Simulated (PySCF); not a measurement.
Excitation energy of Re²⁺ by level of theory

Re²⁺ [Xe] 4f14 5d5 (6S) → Re²⁺ [Xe] 4f14 5d4 6p1 (high-spin determinant), as a difference of total energies. Computed with PySCF 2.14 in aug-cc-pVTZ-PP with ECP60MDF (6s6p5d3f2g, 88 functions), with scalar relativity through the core potential. Correlated levels: valence: 5s2 5p6 frozen. The calculations carry no spin-orbit coupling.

```tsv
method	excitation energy (eV)
UHF	9.574
LDA	9.344
PBE0	9.561
r2SCAN	9.548
wB97X-V	9.507
revPBE	9.367
BLYP	9.166
MP2 (valence)	9.780
SCS-MP2 (valence)	9.643
```

Q: Estimate what TPSS gives.

A: 9.326 eV, closest to LDA among the rows shown.

Q: Estimate what PBE gives.

A: 9.351 eV, closest to LDA among the rows shown.

The determinant of the upper state mixes LS terms, which raises its energy above the lowest term, most at the Hartree-Fock and MP2 levels.
